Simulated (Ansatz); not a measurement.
Start from `[F][Ti]([F])([F])[Cl]` and change one atom or group to get `[OH][Ti]([F])([F])[F]`.

Ansatz, PBE0-D4/def2-TZVP geometries, multiplicity 1. Each molecule was computed in one conformer, which needn't be the lowest.

Scalar relativity is left out up to krypton.

| property | `[F][Ti]([F])([F])[Cl]` |
| --- | --- |
| LUMO energy (B3LYP/def2-TZVPP) / eV | -3.63 |
| HOMO–LUMO gap (ωB97M-V/def2-TZVPP) / eV | 11.45 |
| HOMO–LUMO gap (PBE/def2-TZVPP) / eV | 4.53 |
| HOMO energy (ωB97M-V/def2-TZVPP) / eV | -12.48 |
| HOMO energy (PBE/def2-TZVPP) / eV | -8.74 |
| HOMO energy (B3LYP/def2-TZVPP) / eV | -9.95 |

(1) Give the same properties after the change, and the shifts. (An estimate is asked.)

## Answers

(1) The calculation gave: 
```csv
property,`[OH][Ti]([F])([F])[F]`,shift
LUMO energy (B3LYP/def2-TZVPP) / eV,-2.89,0.74
HOMO–LUMO gap (ωB97M-V/def2-TZVPP) / eV,12.86,1.41
HOMO–LUMO gap (PBE/def2-TZVPP) / eV,5.29,0.76
HOMO energy (ωB97M-V/def2-TZVPP) / eV,-13.06,-0.58
HOMO energy (PBE/def2-TZVPP) / eV,-8.79,-0.05
HOMO energy (B3LYP/def2-TZVPP) / eV,-10.33,-0.38
```

With PBE0 the HOMO falls by 0.36 eV and the LUMO rises by 0.79 eV, so the gap widens by about 1.15 eV. PBE moves the HOMO by -0.05 eV and ωB97M-V by -0.58 eV. The zero-point energy changes by 28.2 kJ/mol with +3 modes.

B3LYP here is the variant with VWN-RPA as its local correlation; programs differ in this.
